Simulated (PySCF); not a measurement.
F₂Ge (SMILES [F][Ge][F]), singlet, geometry from GFN2-xTB, with bond 3-1 at 1.3 times its length; PBE0/def2-SV(P) (PySCF).

Input for PySCF:
```python
from pyscf import gto, scf, dft

mol = gto.M(
    atom='''
Ge    0.013325   -0.011198    0.438921
F     0.624710    1.170874   -0.770623
F    -0.877712   -1.467016   -1.158656
''',
    basis='def2-sv(p)',
    charge=0,
    spin=0,
    verbose=4,
)

mf = dft.RKS(mol)
mf.xc = 'pbe0'
mf.diis = False
mf.damp = 0.3
mf.diis_start_cycle = 200
mf.max_cycle = 150
mf.kernel()
mf.analyze()
```

Task: What does PySCF print? Leave out banner, timings and long lists.

Result: 
```
PySCF version 2.14.0

[INPUT] verbose = 4
[INPUT] num. atoms = 3
[INPUT] num. electrons = 50
[INPUT] charge = 0
[INPUT] spin (= nelec alpha-beta = 2S) = 0
[INPUT] symmetry False subgroup None
[INPUT] Mole.unit = angstrom
[INPUT] Symbol           X                Y                Z      unit          X                Y                Z       unit  Magmom
[...]
nuclear repulsion = 163.940412944393
number of shells = 24
number of NR pGTOs = 122
number of NR cGTOs = 60
basis = def2-sv(p)
ecp = {}

******** <class 'pyscf.dft.rks.RKS'> ********
method = RKS
initial guess = minao
damping factor = 0.3
level_shift factor = 0
DIIS disabled
SCF conv_tol = 1e-09
SCF conv_tol_grad = None
SCF max_cycles = 150
direct_scf = True
direct_scf_tol = 1e-13
XC library pyscf.dft.libxc version 7.1.2
    S. Lehtola, C. Steigemann, M. J. T. Oliveira, and M. A. L. Marques,  SoftwareX 7, 1–5 (2018)
XC functionals = pbe0
    C. Adamo and V. Barone,  J. Chem. Phys. 110, 6158 (1999)
    M. Ernzerhof and G. E. Scuseria,  J. Chem. Phys. 110, 5029 (1999)
radial grids:
    Treutler-Ahlrichs [JCP 102, 346 (1995); DOI:10.1063/1.469408] (M4) radial grids

becke partition: Becke, JCP 88, 2547 (1988); DOI:10.1063/1.454033
pruning grids: <function nwchem_prune>
grids dens level: 3
symmetrized grids: False
atomic radii adjust function: <function treutler_atomic_radii_adjust>
small_rho_cutoff = 0
Set gradient conv threshold to 3.16228e-05
Initial guess from minao.
tot grids = 49168
init E= -2274.91872129781
[...]
cycle= 1 E= -2275.55985257758  delta_E= -0.641  |g|= 1.08  |ddm|= 1.37
[...]
cycle= 2 E= -2273.86119482876  delta_E=  1.7  |g|= 2.93  |ddm|= 2.46
[...]
cycle= 3 E= -2274.49192571954  delta_E= -0.631  |g|= 2.54  |ddm|= 3.24
[...]
cycle= 4 E= -2267.50913031961  delta_E= 6.98  |g|=  4.6  |ddm|= 4.36
[...]
cycle= 5 E= -2261.80857087131  delta_E=  5.7  |g|= 7.32  |ddm|= 9.04
[...]
cycle= 6 E= -2249.33932265832  delta_E= 12.5  |g|= 5.26  |ddm|= 14.6
[...]
cycle= 7 E= -2237.35114635798  delta_E=   12  |g|= 6.96  |ddm|= 16.7
[...]
cycle= 8 E= -2240.03749351752  delta_E= -2.69  |g|= 6.24  |ddm|= 14.5
[...]
cycle= 9 E= -2228.6377565074  delta_E= 11.4  |g|= 5.63  |ddm|= 14.9
[...]
cycle= 10 E= -2234.30049905596  delta_E= -5.66  |g|= 6.06  |ddm|= 15.8
[...]
cycle= 11 E= -2229.69429827074  delta_E= 4.61  |g|= 5.51  |ddm|= 15.5
[...]
cycle= 12 E= -2235.19551677211  delta_E= -5.5  |g|= 6.06  |ddm|= 15.2
[...]
cycle= 13 E= -2229.60341300994  delta_E= 5.59  |g|= 5.46  |ddm|= 15.2
[...]
[...]
[...]
cycle= 129 E= -2229.62539882594  delta_E= 5.49  |g|= 5.46  |ddm|= 15.2
[...]
cycle= 130 E= -2235.11689840177  delta_E= -5.49  |g|= 6.05  |ddm|= 15.2
[...]
cycle= 131 E= -2229.62539882594  delta_E= 5.49  |g|= 5.46  |ddm|= 15.2
[...]
cycle= 132 E= -2235.11689840178  delta_E= -5.49  |g|= 6.05  |ddm|= 15.2
[...]
cycle= 133 E= -2229.62539882594  delta_E= 5.49  |g|= 5.46  |ddm|= 15.2
[...]
cycle= 134 E= -2235.11689840178  delta_E= -5.49  |g|= 6.05  |ddm|= 15.2
[...]
cycle= 135 E= -2229.62539882594  delta_E= 5.49  |g|= 5.46  |ddm|= 15.2
[...]
cycle= 136 E= -2235.11689840178  delta_E= -5.49  |g|= 6.05  |ddm|= 15.2
[...]
cycle= 137 E= -2229.62539882594  delta_E= 5.49  |g|= 5.46  |ddm|= 15.2
[...]
cycle= 138 E= -2235.11689840178  delta_E= -5.49  |g|= 6.05  |ddm|= 15.2
[...]
cycle= 139 E= -2229.62539882594  delta_E= 5.49  |g|= 5.46  |ddm|= 15.2
[...]
cycle= 140 E= -2235.11689840177  delta_E= -5.49  |g|= 6.05  |ddm|= 15.2
[...]
cycle= 141 E= -2229.62539882594  delta_E= 5.49  |g|= 5.46  |ddm|= 15.2
[...]
cycle= 142 E= -2235.11689840178  delta_E= -5.49  |g|= 6.05  |ddm|= 15.2
[...]
cycle= 143 E= -2229.62539882594  delta_E= 5.49  |g|= 5.46  |ddm|= 15.2
[...]
cycle= 144 E= -2235.11689840178  delta_E= -5.49  |g|= 6.05  |ddm|= 15.2
[...]
cycle= 145 E= -2229.62539882594  delta_E= 5.49  |g|= 5.46  |ddm|= 15.2
[...]
cycle= 146 E= -2235.11689840178  delta_E= -5.49  |g|= 6.05  |ddm|= 15.2
[...]
cycle= 147 E= -2229.62539882594  delta_E= 5.49  |g|= 5.46  |ddm|= 15.2
[...]
cycle= 148 E= -2235.11689840178  delta_E= -5.49  |g|= 6.05  |ddm|= 15.2
[...]
cycle= 149 E= -2229.62539882594  delta_E= 5.49  |g|= 5.46  |ddm|= 15.2
[...]
cycle= 150 E= -2235.11689840178  delta_E= -5.49  |g|= 6.05  |ddm|= 15.2
SCF not converged.
SCF energy = -2235.11689840178
**** SCF Summaries ****
Total Energy =                       -2235.116898401775870
Nuclear Repulsion Energy =             163.940412944392904
One-electron Energy =                -3507.074953966796784
Two-electron Energy =                 1108.017642620628294
Two-electron Coulomb Energy =         1208.998797967263044
DFT Exchange-Correlation Energy =     -100.981155346634736
HOMO-LUMO gap [eV] =                     3.655758470771788
**** MO energy ****
[...]
 ** Mulliken pop on meta-lowdin orthogonal AOs  **
 ** Mulliken pop  **
 ** Mulliken atomic charges  **
charge of    0Ge =     -1.11627
charge of    1F =     -5.86250
charge of    2F =      6.97877
Dipole moment(X, Y, Z, Debye): -56.46710, -99.18550, -14.04242
```

Convergence was not reached.
